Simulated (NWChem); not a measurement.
System: GeH₂S₂, singlet; SMILES [SH][Ge][SH]

Here is an NWChem input.

```
start job
memory heap 200 mb stack 900 mb global 1100 mb
geometry units angstroms
  Ge     0.005121    -0.020058     0.700010
  S      1.264446     1.106096    -0.774821
  H      1.948819     1.761653     0.157815
  S     -1.275927    -1.060431    -0.818606
  H     -1.947072    -1.768603     0.084715
end
basis spherical
  * library 6-31g*
end
dft
  xc b3lyp
  iterations 150
end
driver
  maxiter 120
end
task dft optimize
task dft freq
```

Low-valent species are run as closed-shell singlets; no triplet was tried in these runs.

The level has its own optimisation; frequencies are unscaled.

Question: What results follow from this input? (B3LYP/6-31G* (spherical d).) Quantities: r Ge–S (Å); r H–S (Å); highest harmonic frequency (cm⁻¹); lowest (cm⁻¹); zero-point energy (kcal/mol); dipole (D).

Answer: 
- r Ge–S (Å): 2.273
- r H–S (Å): 1.352
- highest harmonic frequency (cm⁻¹): 2673
- lowest (cm⁻¹): 142
- zero-point energy (kcal/mol): 11.9
- dipole (D): 2.45
